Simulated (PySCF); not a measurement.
## Correlation energy of Se⁺ (selenium, charge +1)

[Ar] 3d10 4s2 4p3, high-spin 4S determinant. Computed with PySCF 2.14 in cc-pVTZ-PP with ECP10MDF (5s4p3d1f, 39 functions), with scalar relativity through the core potential. Frozen: 3s2 3p6 3d10; 5 electrons correlated.

MP2 pair energies summed by pair of shells (mhartree):

| pair | energy | share (%) |
| --- | --- | --- |
| 4s-4p | -49.98 | 66.2 |
| 4p-4p | -16.60 | 22.0 |
| 4s-4s | -8.96 | 11.9 |

Total MP2 correlation energy: -75.54 mhartree.

Same-spin part -20.01 and opposite-spin part -55.53 mhartree; SCS-MP2 scales them by 1/3 and 6/5 to -73.30 mhartree.

```csv
level,correlation energy (mhartree)
CCSD,-90.18
(T),-2.54
CCSD(T),-92.72
```

Diagnostics: T1 = 0.0024, D1 = 0.0049, largest double amplitude 0.053.

Task: Is a single reference adequate?

Result: Yes, within this model without spin-orbit coupling: T1 lies below 0.03 and no double amplitude reaches 0.07.
